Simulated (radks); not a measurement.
Task: The arsenic ion As11+ is in [Ar] 3d(3/2: 4, 5/2: 0). Calculated with a radial shooting solver on a logarithmic mesh with Libxc functionals: Dirac Kohn-Sham, relativistic LDA (MacDonald-Vosko exchange, VWN5 correlation), spin-unpolarised, spherical densities, finite nucleus; Fermi nuclear charge, rms radius of each element as measured or else 0.836 A^(1/3) + 0.57 fm. Sub-shells are occupied by j as written (lower j first in brackets). One electron is removed from 3p3/2, 3d3/2, 3s1/2, 3p1/2 in turn, with full relaxation. Which removal costs least, and what does each cost?

Result: 3d3/2 332.65 eV; 3p3/2 421.00 eV; 3p1/2 427.35 eV; 3s1/2 480.08 eV. The 3d3/2 electron leaves first.
